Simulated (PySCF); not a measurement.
A calculated (TPSS, PySCF 2.14, jorge-DZP-DKH, the spin-free X2C one-electron Hamiltonian (Gaussian nucleus)) atom or ion has these occupied shells.

```csv
shell,electrons,orbital energy (eV),"rms radius, mean of both spins (bohr)"
1s α,1,-1802.5,0.129
1s β,1,-1802.4,0.129
2s α,1,-150.37,0.618
2s β,1,-150.27,0.618
2p α,3,-105.52,0.603
2p β,3,-105.38,0.603
3s α,1,-19.488,2.22
3s β,1,-18.408,2.22
3p α,1,-12.423,2.65
```

Q: Name the element and its charge.

A: Si⁺ (silicon, charge +1), in [Ne] 3s2 3p1, 2P determinant.
